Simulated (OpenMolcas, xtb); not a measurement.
How methods differ on C2H3Cl2Si (SMILES [H]/[C]=C/[SiH](Cl)Cl)

The species is C2H3Cl2Si (8 atoms), meant as a doublet with charge 0. SMILES: `[H]/[C]=C/[SiH](Cl)Cl`. The coordinates come from a PBE0-D4/def2-TZVP relaxation. This is one conformer, not always the lowest.

| atom | x (Å) | y (Å) | z (Å) |
| --- | --- | --- | --- |
| C | -0.4672 | 1.5498 | 0.6593 |
| C | -0.1936 | 0.2791 | 0.7379 |
| Si | 0.3016 | -0.6358 | -0.7911 |
| Cl | -1.0131 | -2.1666 | -1.1309 |
| Cl | 2.1641 | -1.4435 | -0.5346 |
| H | -0.7725 | 2.3764 | 1.2856 |
| H | -0.2496 | -0.2621 | 1.6890 |
| H | 0.3225 | 0.2456 | -1.9711 |

Quantity: the dipole moment, in D. The values are calculated.

| level | kind | program | value (D) | CPU time |
| --- | --- | --- | --- | --- |
| GFN2-xTB | semi-empirical | xtb | 1.96 | under 2 s |
| UHF/def2-SVP | Hartree–Fock | OpenMolcas | 2.42 | 10 s |
| USVWN5/def2-SVP | LDA | OpenMolcas | 1.91 | 22 s |
| U-revPBE/def2-SVP | GGA | OpenMolcas | 1.95 | 36 s |
| UTPSS/def2-SVP | meta-GGA | OpenMolcas | 2.07 | 46 s |
| UB3LYP/def2-SVP | global hybrid | OpenMolcas | 2.03 | 37 s |
| UBHLYP/def2-SVP | global hybrid | OpenMolcas | 2.23 | 36 s |

The values span 1.91 to 2.42 D. Spin contamination of the reference (⟨S²⟩ at least 0.1 too high) touches UHF/def2-SVP. Magnitudes only. CPU times are rough (shared hosts, several kinds of processor and program).
